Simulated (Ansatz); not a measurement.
Reaction (formal exchange of groups at the Si–C bond): `B[Si](C)(C)F` + SiH₄ → `B[Si](C)(F)[SiH3]` + CH₄

Calculated with Ansatz (gas phase, PBE0-D4/def2-TZVP geometries, no zero-point term in ΔE). CBS: MP2 limit from def2 TZ/QZ plus the TZ coupled-cluster correction, frozen cores. This one scheme is used for every species. DFT in def2-TZVPP.

CCSD(T)/CBS gives +2.7 kJ/mol.

Another level gave -5.6 kJ/mol. Which?
A. PBE/def2-TZVPP
B. B2PLYP/def2-TZVPP
C. MP2/def2-TZVPP
D. r2SCAN-D4/def2-TZVPP

D. r2SCAN-D4 -5.6, MP2/def2-TZVPP 8.6, B2PLYP 3.3, PBE -14.0 kJ/mol.

Largest T1 diagnostic among the species: 0.013.

From PBE to PBE0 (25 % exact exchange), in def2-TZVPP and without D4, ΔE moves by +6.7 kJ/mol. In def2-TZVPP, CCSD(T) changes the Hartree–Fock value by −11.3 kJ/mol (the triples alone add −2.3 kJ/mol) and MP2 by −6.7 kJ/mol.
